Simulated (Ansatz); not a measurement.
Cost and result up the ladder for As₄S₆ (10 atoms). The state is a singlet with charge 0. Geometry: r2SCAN-D4/def2-SVP.

| atom | x (Å) | y (Å) | z (Å) |
| --- | --- | --- | --- |
| As1 | -0.680 | -1.025 | -1.999 |
| S2 | -1.512 | 1.066 | -1.765 |
| As3 | -0.922 | 2.155 | 0.128 |
| S4 | -1.568 | 0.828 | 1.842 |
| As5 | -0.740 | -1.277 | 1.825 |
| S6 | -1.340 | -2.172 | -0.164 |
| S7 | 1.512 | -1.066 | 1.765 |
| As8 | 2.342 | 0.147 | 0.046 |
| S9 | 1.568 | -0.828 | -1.842 |
| S10 | 1.340 | 2.172 | 0.164 |

Ansatz on 4 threads of AMD EPYC 9R45 on a shared host. Times are rough, and most runs start from the orbitals of an earlier one. r2SCAN0-D4/def2-TZVP serves as the yardstick here, not as an exact answer. Differences are given only for rows in sets of like size (and for xTB, whose basis is part of the method), since another set adds its own error. Binding counts from free atoms at the same level (As quartet, S triplet; other spins of the atoms weren't run), without zero-point energy or a counterpoise term.

Correlated methods freeze 66 core orbitals; core or outer-core shells of As are correlated, in sets that lack core-valence functions. The rows differ in basis, and correlated rows in double-zeta sets carry the largest basis error.

Correlated methods converge slowly with the basis, most of all in double-zeta sets.

```csv
level,functions,wall time,binding energy per atom (eV),difference from r2SCAN0-D4/def2-TZVP (eV)
PBE-D4/def2-SVP,236,2.3 s,3.20,–
LDA (SPW92)/def2-TZVP (with forces),414,4 s,3.85,0.98
PBE0-D4/def2-SVP,236,4.5 s,2.96,–
PBE-D4/def2-TZVP,414,4.9 s,3.26,0.39
MP2/def2-SVP,236,5.5 s,2.41,–
r2SCAN-D4/def2-TZVP,414,9.5 s,3.05,0.17
PBE0-D4/def2-TZVP,414,14 s,3.05,0.18
r2SCAN0-D4/def2-TZVP,414,17 s,2.88,0.00
```
